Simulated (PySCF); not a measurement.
# Hartree-Fock beside MP2: AlGeH3NO cation

All numbers below are calculated, not measured. The program is PySCF 2.14.0, an open-source quantum chemistry code, run on an isolated molecule that a program drew, which may never have been made. The molecule is AlGeH3NO cation (charge +1, singlet), drawn as the SMILES string `[O]=[GeH][NH][AlH+]`.

The geometry was optimised and harmonic frequencies were computed with HF and MP2, all in the cc-pV(D+d)Z basis, for the commonest isotopes, with a restricted reference for singlets and an unrestricted one otherwise, and a frozen core in MP2. Germanium has the cc-pVDZ-PP basis, with a core potential (ECP10MDF) in place of its 10 inner electrons, and its 3s, 3p and 3d shells are frozen in MP2. Each result is a local minimum of its method.

Geometry at the HF minimum:
```xyz
7
AlGeH3NO cation, angstrom
O     0.4737    2.0706   -0.1397
Ge    0.2962    0.6229    0.5262
N    -1.0820   -0.4351   -0.1713
Al   -1.7689   -1.9904    0.0749
H     0.9600   -0.1814    1.6193
H    -1.5081    0.1300   -0.9015
H    -2.3422   -3.3933    0.3408
```

Lengths of the bonds as drawn, in Å (atoms numbered as above):
| bond | HF | MP2 |
|---|---|---|
| O1-Ge2 | 1.603 | 1.646 |
| Ge2-N3 | 1.872 | 1.917 |
| N3-Al4 | 1.718 | 1.735 |
| Ge2-H5 | 1.511 | 1.524 |
| N3-H6 | 1.017 | 1.033 |
| Al4-H7 | 1.539 | 1.545 |

Rotational constants, in GHz:
| constant | HF | MP2 |
|---|---|---|
| A | 21.33 | 20.75 |
| B | 1.593 | 1.554 |
| C | 1.483 | 1.446 |

Harmonic frequencies in cm^-1, each column in rising order, so a row needn't be the same motion in every method:
```
rank,HF,MP2
1,96,80
2,124,107
3,254,?
4,415,388
5,446,403
6,552,461
7,572,528
8,600,533
9,814,759
10,982,924
11,1071,1023
12,1219,1085
13,2174,2116
14,2327,2228
15,3647,3480
```

**Estimate the missing MP2 frequency from the HF column.**

A single factor s that minimises the squared misfit of MP2 against s times HF over the other rows is sum(HF x MP2) / sum(HF^2) = 0.9508, with an rms misfit of 33 cm^-1. For rank 3 it gives 0.9508 x 254 = 242 cm^-1. The calculation gives 223 cm^-1, 19 cm^-1 below the estimate. The drawn bonds are on average 1.5 % longer in MP2 than in HF.
